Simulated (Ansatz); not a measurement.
Consider the isomerisation: `C[SiH2][Te][SiH3]` → `[SiH3]C([SiH3])[TeH]`.

Calculated with Ansatz (gas phase, PBE0-D4/def2-TZVP geometries, no zero-point term in ΔE). CCSD(T)/CBS is the MP2 limit (def2-TZVPP, def2-QZVPP) plus CCSD(T) − MP2 in def2-TZVPP, frozen cores. DFT in def2-TZVPP. def2 core potentials past Kr. For Te outer-core shells are correlated without core-valence functions, which leaves a few kJ/mol of doubt a bond. One conformer a species, not always the lowest.

```tsv
level	ΔE (kcal/mol)
PBE0	39.9
SCS-MP2/def2-TZVPP	34.9
CCSD/def2-TZVPP	35.0
HF/CBS(def2)	38.9
```

**Question.** What does CCSD(T)/CBS give? (An estimate is asked.)

**Answer.** Ansatz gave: +35.9 kcal/mol. The listed levels differ from it by 4.0, -1.0, -0.9, 3.0 kcal/mol.

Largest T1 diagnostic among the species: 0.011.

In def2-TZVPP, CCSD(T) changes the Hartree–Fock value by −4.8 kcal/mol (the triples alone add −0.6 kcal/mol) and MP2 by −3.0 kcal/mol. From PBE to PBE0 (25 % exact exchange), in def2-TZVPP and without D4, ΔE moves by +0.8 kcal/mol.
